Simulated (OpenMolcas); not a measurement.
An atom or ion with 24 electrons was computed by MS-CASPT2, IPEA 0.25 Eh, imaginary shift 0.1 Eh with spin-orbit coupling (OpenMolcas, ANO-RCC-VQZP, DKH2). The lowest levels that the run gave, each within 12 % of the measured value where one is at hand:

```tsv
J	Parity	E (cm-1)	g
4	even	0.0	1.500
3	even	1130	1.501
2	even	1886	1.501
1	even	2370	1.501
0	even	2600	
2	even	29310	1.499
6	even	30850	1.166
5	even	31330	1.040
4	even	31540	0.864
1	even	32590	1.498
4	even	32980	1.181
3	even	33480	1.068
```

Which ion is it, and what are the configurations and terms?

Cu5+ (Z = 29, charge +5; active space 6 electrons in 5 orbitals (3d)). J, parity and g give the terms where levels are pure, and mixed ones are named by the computed weights; the size of the splittings, set against known spectra of the 24-electron sequence, gives the charge. In order, with the measured energies in cm-1 (Sugar and Musgrove, J. Phys. Chem. Ref. Data 19, 527 (1990)): 3d6 5D4, 3d6 5D3 (1196), 3d6 5D2 (1987), 3d6 5D1 (2490), 3d6 5D0 (2733), 3d6 3P2(1) (29285), 3d6 3H6 (30418), 3d6 3H5 (31009), 3d6 3H4 (31288), 3d6 3P1(1) (32685), 3d6 3F4(1) (32756), 3d6 3F3(1) (33296).

CASPT2 does not keep the components of a term degenerate, so their means are used; among the terms shown or strongly mixed into the levels shown the widest spread is 130 cm-1 (3d6 3H). Computed and measured levels are paired by configuration, term and J; levels that our copy of the source lacks, or whose pairing is in doubt (as where it misses far off the trend of its configuration), stay unpaired and out of the deviations. Levels of configurations outside the active space are missing.

A number in round brackets counts repeated terms of one configuration in the order of the reference energies.
